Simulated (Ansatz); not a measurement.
Reaction (redistribution): `[MgH][Cl]` + `N[SiH](F)CO` → `[NH2][Mg][Cl]` + `OC[SiH2]F`

Computed with Ansatz on PBE0-D4/def2-TZVP structures; ΔE is electronic, products minus reactants. CBS: MP2 limit from def2 TZ/QZ plus the TZ coupled-cluster correction, frozen cores. Functionals use def2-TZVPP. B3LYP here is the variant with VWN-RPA as its local correlation; programs differ in this. HSE06 is defined as in plane-wave codes. For Mg outer-core shells are correlated without core-valence functions, which leaves a few kJ/mol of doubt a bond. Each species was taken in one conformer, which may not be the lowest.

`[MgH][Cl]`:

Cartesian coordinates in Å:
```
Mg -0.039 -0.155 -0.047
Cl 0.475 1.876 0.578
H -0.436 -1.721 -0.531
```

`N[SiH](F)CO`:

```xyz
11

N    -1.249   -1.123    0.391
Si    0.413   -0.854    0.216
F     1.237   -0.872    1.595
C     0.606    0.848   -0.556
O    -0.366    1.705    0.032
H    -1.639   -2.000    0.692
H    -1.844   -0.339    0.608
H     1.029   -1.925   -0.601
H     0.463    0.761   -1.643
H     1.627    1.216   -0.389
H    -0.276    2.582   -0.345
```

`[NH2][Mg][Cl]`:

```xyz
5

N    -0.751   -0.348   -0.460
Mg    0.735    0.339    0.450
Cl    2.468    1.140    1.511
H    -0.754   -0.742   -1.388
H    -1.698   -0.389   -0.114
```

`OC[SiH2]F`:

```xyz
9

O     0.148   -1.688    0.404
C     0.474   -0.598   -0.449
Si   -0.175    1.025    0.233
F    -1.752    0.813    0.467
H    -0.807   -1.721    0.503
H     0.117   -0.765   -1.476
H     1.566   -0.560   -0.508
H     0.005    2.147   -0.724
H     0.424    1.348    1.549
```

| level | ΔE (kJ/mol) | difference from CCSD(T)/CBS |
| --- | --- | --- |
| LDA (SPW92) | 33.0 | 13.9 |
| PBE-D4 | 22.5 | 3.4 |
| revPBE-D4 | 24.6 | 5.5 |
| BLYP-D4 | 21.3 | 2.2 |
| r2SCAN-D4 | 22.1 | 3.0 |
| B97M-V | 44.5 | 25.4 |
| PBE0-D4 | 27.0 | 7.9 |
| B3LYP-D4 | 24.9 | 5.8 |
| r2SCANh-D4 | 23.8 | 4.7 |
| HSE06-D4 | 26.7 | 7.6 |
| BHLYP-D4 | 29.8 | 10.7 |
| CAM-B3LYP-D4 | 27.9 | 8.8 |
| ωB97X-V | 26.7 | 7.6 |
| ωB97M-V | 28.8 | 9.7 |
| B2PLYP | 19.3 | 0.2 |
| PBE-QIDH | 24.7 | 5.6 |
| PBE | 18.7 | -0.4 |
| revPBE | 13.5 | -5.6 |
| BLYP | 13.1 | -6.0 |
| r2SCAN | 21.1 | 2.0 |
| B3LYP | 18.8 | -0.3 |
| r2SCANh | 22.8 | 3.7 |
| r2SCAN0 | 25.2 | 6.1 |
| HSE06 | 23.7 | 4.6 |
| BHLYP | 25.6 | 6.5 |
| CAM-B3LYP | 24.6 | 5.5 |
| RPA@PBE/def2-TZVPP | 21.2 | 2.1 |
| HF/def2-SVP | 23.7 | 4.6 |
| MP2/def2-SVP | 12.4 | -6.7 |
| CCSD/def2-SVP | 15.5 | -3.6 |
| CCSD(T)/def2-SVP | 14.8 | -4.3 |
| HF/def2-TZVPP | 30.1 | 11.0 |
| MP2/def2-TZVPP | 18.3 | -0.8 |
| SCS-MP2/def2-TZVPP | 17.7 | -1.4 |
| CCSD/def2-TZVPP | 22.7 | 3.6 |
| HF/def2-QZVPP | 29.3 | 10.2 |
| MP2/def2-QZVPP | 16.2 | -2.9 |
| SCS-MP2/def2-QZVPP | 15.8 | -3.3 |
| HF/CBS(def2) | 29.2 | 10.1 |
| CCSD/CBS(def2) | 19.5 | 0.4 |
| CCSD(T)/CBS | 19.1 | 0 |

Largest T1 diagnostic among the species: 0.011.

At CCSD(T), def2-SVP lies −4.3 kJ/mol from the extrapolated value and def2-TZVPP +3.2 kJ/mol. The D4 term adds +6.0 kJ/mol with B3LYP and +3.2 kJ/mol with PBE0; it sums over pairs of atoms, weighted by their polarisabilities, and B3LYP, whose exchange is more repulsive, gets the larger term. In def2-TZVPP, CCSD(T) changes the Hartree–Fock value by −7.8 kJ/mol (the triples alone add −0.4 kJ/mol) and MP2 by −11.7 kJ/mol.
